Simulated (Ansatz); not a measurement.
Born–Oppenheimer molecular dynamics of C$_{3}$H$_{9}$FSi (14 atoms, charge 0, multiplicity 1). It starts from a relaxed structure.

The calculation used RKS PBE-D4/STO-3G (Ansatz).

- ensemble: NVE (velocity Verlet)
- time step: 0.5 fs
- steps asked: 100
- starting velocities drawn for: 1000 K
- seed: 525329

First frame:

```xyz
14
Properties=species:S:1:pos:R:3
Si 0.005 0.042 -0.009
C 0.039 -0.047 1.877
H -0.985 -0.131 2.278
H 0.609 -0.922 2.232
H 0.497 0.853 2.319
F 1.549 0.179 -0.581
C -1.001 1.546 -0.550
H -2.037 1.471 -0.179
H -0.573 2.484 -0.159
H -1.047 1.630 -1.649
C -0.784 -1.528 -0.702
H -1.813 -1.642 -0.324
H -0.834 -1.506 -1.804
H -0.220 -2.429 -0.410
```

Q: What does the run give?

A: All steps were run.

```json
{"steps done": "100", "time covered": "50 fs", "mean temperature over the second half": "451 K", "spread of the potential energy over the second half": "11.0 meV per atom", "mean potential energy of the second half above the start": "61.1 meV per atom"}
```

The conserved energy stayed within 0.44 meV per atom of its start (net change 0.15 meV per atom), so the integration is sound. A run of 0.05 ps of so small a system gives no equilibrium averages. Limits of this set-up: minimal basis.

Q: What happens to the structure?

A: The same pairs are bonded in the first frame and the last. Pairs count as bonded within 1.25 times the sum of covalent radii (0.12 Å more for H–H). The details hang on the random start.

Q: How do temperature and energy run in time?

A: 
```tsv
time (fs)	T (K)	potential energy less start (eV)	conserved less start (meV/atom)
0	1000	0.000	0.00
1.5	861	0.219	0.24
3	663	0.527	0.34
4.5	543	0.714	0.29
6	463	0.838	0.37
7.5	501	0.780	0.37
9	633	0.571	0.15
10.5	633	0.570	0.12
12	495	0.789	0.40
13.5	492	0.791	0.29
15	541	0.714	0.20
16.5	546	0.708	0.35
18	645	0.555	0.31
19.5	786	0.333	0.09
21	744	0.399	0.18
22.5	592	0.638	0.31
24	459	0.842	0.25
25.5	318	1.063	0.36
27	273	1.133	0.43
28.5	393	0.946	0.25
30	481	0.807	0.14
31.5	437	0.877	0.34
33	448	0.860	0.28
34.5	477	0.813	0.19
36	440	0.873	0.35
37.5	496	0.787	0.36
39	635	0.568	0.13
40.5	633	0.572	0.19
42	537	0.723	0.34
43.5	480	0.810	0.22
45	376	0.972	0.30
46.5	306	1.083	0.43
48	404	0.928	0.29
49.5	523	0.742	0.13
```

Run time: 4.4 min on 1 thread of Arm Neoverse V1, on a shared host, peak memory 0.095 GiB.
